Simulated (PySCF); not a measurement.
Input for PySCF: R-B3LYP/6-31G* on CH4O (SMILES CO) with ghost functions, monomers drawn apart or pushed together.

```python
from pyscf import gto, scf, dft, mp
from pyscf.data.elements import chemcore

mol = gto.M(
    atom='''
    C     0.49293530    0.41347751    4.17035872
    O    -0.57642802   -0.14623570    3.39657972
    H     0.22126973    0.46563912    5.22646252
    H     0.65193422    1.42055508    3.79256141
    H     1.41468469   -0.16046965    4.05140335
    H    -0.75141054   -1.04614021    3.69197939
    ghost-F    0.08506701    0.01289622    0.23578509
    ghost-H   -0.21589527   -0.06029420    1.13358064
    ''',
    basis='6-31g*',
    cart=True,
    charge=0, spin=0, verbose=3, max_memory=1800)
mf = dft.RKS(mol, xc='b3lyp')
mf.conv_tol = 1e-8
mf.max_cycle = 100
mf.kernel()
if not mf.converged:
    mf = mf.newton().run(mf.mo_coeff, mf.mo_occ)
```

Program output:

```
converged SCF energy = -115.715739792376
```

The run converged.

Cost: very roughly 2.1 core-seconds.
